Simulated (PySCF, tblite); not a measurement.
**iodoethene: calculation against experiment**

**Measured values to compare with.**

NIST CCCBDB Release 22 (SRD 101), experimental dipoles lists, for the gas: dipole moment 1.311 D.

From CRC Handbook of Chemistry and Physics, for the gas at 298.15 K: standard entropy 285 J/(mol K).

The runs below try to reproduce these values; the comparison stands at the end.

Compound: iodoethene, C2H3I.
Atom-mapped SMILES: `[CH2:1]=[CH:2][I:3]` (hydrogens: H4, H5 on C1; H6 on C2)

Structure used (PBE0-D3(BJ)/def2-SVP), in Å, numbered top down from 1:
```
atom  x, y, z in Å
C1    -0.6901   -0.1339    0.4249
C2     0.2929    0.1464   -0.4230
I3     2.0358   -0.9973   -0.6035
H4    -1.5716    0.5140    0.4601
H5    -0.6619   -0.9932    1.0999
H6     0.2768    1.0016   -1.1031
```

The PySCF runs (gas phase, on this PBE0-D3(BJ)/def2-SVP geometry; no spin–orbit coupling):

```
                             level                                                           job  basis functions  wall time
PBE0-D3(BJ)/def2-SVP, grid level 1  geometry optimisation from a GFN2-xTB start shaken at random               69       11 s
```

Hardware: Intel Xeon 6975P-C, one thread, no GPU, on a shared host.

Atoms past Kr carry def2 core potentials in the def2 sets.

GFN2-xTB wavenumbers (cm⁻¹, harmonic, unscaled, at the method's own geometry): 314, 548, 565, 873, 992, 1002, 1226, 1381, 1665, 3092, 3099, 3132. Point group Cs, symmetry number 1. Entropy at 298.15 K and 1 bar in J/(mol K): translation 171.7, rotation 100.1, vibration 11.8.

**Comparison with experiment**

**Dipole moment.** Measured: 1.311 D (NIST CCCBDB Release 22 (SRD 101), experimental dipoles).

```
               level  computed (D)  computed − measured (D)  % (from the printed values)
PBE0-D3(BJ)/def2-SVP         1.216                   -0.095                           -7
```

The computed dipoles belong to one fixed geometry; measured ones are averaged over vibrations unless marked μe. Magnitudes are compared, not signs.

**Standard entropy at 298.15 K.** Measured: 285 J/(mol K) (298.15 K; CRC Handbook of Chemistry and Physics).

```tsv
level	computed (J/(mol K))	computed − measured (J/(mol K))	% (from the printed values)
GFN2-xTB, rigid rotor and harmonic oscillator	283.5	-1.5	-1
```

Ideal gas at 1 bar, most abundant isotopes; table values of this kind come from calorimetry or from spectroscopic constants.

The geometry is computed, not the measured one. Where a level misses, the cause wasn't examined.
